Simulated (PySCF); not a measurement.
Ti(F)3(Cl)(NH3) (ClF₃H₃NTi), SMILES [F][Ti]([F])([Cl])([F])<-[NH3], multiplicity 1.

Geometry: B3LYP-D3(BJ)/def2-SVP. The spin state was assumed, not searched.

Vertical ionisation energy (IE) and electron affinity (EA) in eV. Rows of orbital energies are one-electron estimates. Where ΔSCF, EOM or ADC give a negative EA the extra electron is unbound and the value depends on the basis.

```
level                                               IE    EA
-----------------------------------------------  -----  ----
−ε(HOMO), −ε(LUMO), CAM-B3LYP/def2-TZVP (PySCF)  10.49  1.69
−ε(HOMO), −ε(LUMO), PBE/def2-TZVP (PySCF)            …     …
```

Q: Complete the blanks. (The exact figures need the calculation; the answer reports its results.)

A: 
- −ε(HOMO), −ε(LUMO), PBE/def2-TZVP (PySCF), IE: 7.64
- −ε(HOMO), −ε(LUMO), PBE/def2-TZVP (PySCF), EA: 3.66
